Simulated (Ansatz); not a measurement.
Geometry optimisation, Ansatz 0.2.0, RKS PBE-D4/def2-SVP.

Input file:

```yaml
crystal:
  periodic: [false, false, false]
  atoms:
    - { symbol: C, position_ang: [-0.69948, 0.1398, -0.66792] }
    - { symbol: Al, position_ang: [-0.1661, 0.95461, 0.98641] }
    - { symbol: Ga, position_ang: [1.45054, -0.88345, 0.13251] }
    - { symbol: H, position_ang: [-1.47457, -0.60977, -0.39915] }
    - { symbol: H, position_ang: [-1.12148, 0.69645, -1.51905] }
    - { symbol: H, position_ang: [-0.23602, 1.8983, 2.27274] }
    - { symbol: H, position_ang: [2.24711, -2.19592, -0.80554] }
basis:
  gaussian: { orbitals: def2-SVP }
hamiltonian:
  xc: pbe
  dispersion: d4
relax:
  f_tol: 0.015
  max_steps: 40
```

Launched with:

```bash
$ ansatz run input.yaml --threads 1 --pin off --max-ram 2048MiB --backend cpu --events-out ev --progress --plain --runs-dir out
```

Task: Where does it end, and by what steps?

Result: It converged. The force dipped under the threshold on the way, but the program's further checks kept it going. After 13 steps the energy has fallen by 0.755 eV; H4 moved furthest, 0.65 Å.

```json
{"step": "0", "energy less start (eV)": "0.0000", "largest force component (eV/Å)": "1.143", "accepted": "yes"}
{"step": "1", "energy less start (eV)": "-0.4144", "largest force component (eV/Å)": "0.768", "accepted": "yes"}
{"step": "2", "energy less start (eV)": "-0.6506", "largest force component (eV/Å)": "0.846", "accepted": "yes"}
{"step": "3", "energy less start (eV)": "-0.7279", "largest force component (eV/Å)": "0.318", "accepted": "yes"}
{"step": "4", "energy less start (eV)": "-0.7273", "largest force component (eV/Å)": "0.285", "accepted": "no"}
{"step": "5", "energy less start (eV)": "-0.7455", "largest force component (eV/Å)": "0.157", "accepted": "yes"}
{"step": "6", "energy less start (eV)": "-0.7485", "largest force component (eV/Å)": "0.097", "accepted": "yes"}
{"step": "7", "energy less start (eV)": "-0.7514", "largest force component (eV/Å)": "0.046", "accepted": "yes"}
{"step": "8", "energy less start (eV)": "-0.7524", "largest force component (eV/Å)": "0.291", "accepted": "yes"}
{"step": "9", "energy less start (eV)": "-0.7543", "largest force component (eV/Å)": "0.114", "accepted": "yes"}
{"step": "10", "energy less start (eV)": "-0.7551", "largest force component (eV/Å)": "0.021", "accepted": "yes"}
{"step": "11", "energy less start (eV)": "-0.7551", "largest force component (eV/Å)": "0.038", "accepted": "no"}
{"step": "12", "energy less start (eV)": "-0.7553", "largest force component (eV/Å)": "0.005", "accepted": "yes"}
{"step": "13", "energy less start (eV)": "-0.7554", "largest force component (eV/Å)": "0.006", "accepted": "yes"}
```

```xyz
7
Properties=species:S:1:pos:R:3
C -0.620 0.159 -0.529
Al -0.199 0.737 1.250
Ga 1.178 -0.861 0.104
H -0.960 -0.908 -0.650
H -1.039 0.721 -1.390
H -0.186 2.122 2.051
H 1.826 -1.971 -0.837
```

Whether the end is a true minimum wasn't checked by a vibrational analysis.

Time of the run: 28 s on 1 thread of Intel(R) Xeon(R) Processor @ 2.70GHz, on a shared host, peak memory 0.13 GiB.
